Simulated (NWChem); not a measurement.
Polarisability of hydrogen selenide (H$_{2}$Se)

```xyz
3

Se     0.0000     0.0000     0.0571
H      1.0502     0.0000    -0.9703
H     -1.0502     0.0000    -0.9703
```
Charge 0, spin multiplicity 1.

Program: NWChem. All single points use one geometry, from PBE0/def2-SVP, a minimum by its harmonic frequencies.

Basis set: def2-SVPD. The field's frequency is 0.0773 Ha (589 nm).

The Hamiltonian is non-relativistic. The correlated methods keep 9 core orbitals frozen. B3LYP has NWChem's definition, with VWN1-RPA local correlation. No row is a measurement; the coupled-cluster row has its own basis-set and correlation limits.

Q: For the isotropic polarisability, CCSD linear response gives 32.31 bohr³ and PBE gives 33.74 bohr³. What do B3LYP, LDA (SVWN5), HF give?

A: B3LYP: 32.98 bohr³; LDA (SVWN5): 33.95 bohr³; HF: 31.32 bohr³.
